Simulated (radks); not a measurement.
Results of a calculation; reference values are marked as such.
Neutral thallium inside a hard spherical wall (all orbitals vanish at R), configuration held at [Hg] 6p1 and not refilled when levels cross. Level of theory: scalar-relativistic Kohn-Sham, r2SCAN, spin-polarised, spherical densities, finite nucleus; open shells are filled with parallel spins first (spin-orbit coupling, left out, can overturn this in heavy ions); meta-GGA in the generalised Kohn-Sham scheme; Fermi nuclear charge, rms radius 5.4759 fm (a radial shooting solver on a logarithmic mesh with Libxc functionals). Eigenvalues in eV for spin up, with the zero of energy where the potential of the charges vanishes at infinity; a dash marks a level that is unbound or too diffuse for the functional's potential to be trusted. A positive occupied level is held by the wall or, in an anion where self-interaction has pushed it up, behind a barrier. The pressure on the wall is -dE/dV.

R (bohr)	E (hartree)	kinetic (hartree)	e(5p)	e(5d)	e(6s)	e(6p)	e(7s, empty)	e(6d, empty)	pressure (GPa)
free	-20243.0545	22787.507	-78.079	-15.979	-10.125	-2.672	-	-	0
15	-20243.0545	22787.507	-78.077	-15.977	-10.123	-2.671	-0.011	1.238	0.000120
10	-20243.0534	22787.515	-77.984	-15.885	-10.054	-2.590	1.090	2.631	0.0218
8	-20243.0483	22787.544	-77.738	-15.645	-9.884	-2.323	3.066	4.269	0.204
7	-20243.0390	22787.595	-77.441	-15.358	-9.675	-1.937	5.274	5.809	0.708
5	-20242.9259	22788.174	-75.533	-13.576	-8.055	1.076	18.201	13.666	14.4
4	-20242.5852	22789.786	-72.229	-10.563	-4.401	7.049	38.879	25.604	97.3
3	-20240.7959	22797.529	-62.198	-1.037	10.284	28.237	98.970	60.018	1040
2	-20225.6277	22855.467	-22.865	43.608	99.244	140.31	347.41	203.25	24300
